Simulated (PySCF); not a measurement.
**GaP⁻ at PBE0**

Level: PBE0. PySCF, no relativity, basis sets Ga def2-TZVPPD, P def2-TZVPPD.

```
state                                                                                                             : ²Π (doublet), unpaired electrons π ↑, a second solution, started from another occupation
bond length                                                                                                       : 2.256 Å
harmonic wavenumber                                                                                               : 393 cm⁻¹
force constant                                                                                                    : 1.94 mdyn/Å
rotational constant Be                                                                                            : 0.1550 cm⁻¹
anharmonicity ωexe                                                                                                : 1.24 cm⁻¹
vibration–rotation constant αe                                                                                    : 0.000718 cm⁻¹
bond order (Mayer)                                                                                                : 2.05
dipole moment (positive dipole points towards P; it is taken about the centre of mass and depends on that origin) : -2.54 D
```

Spin–orbit coupling is left out.
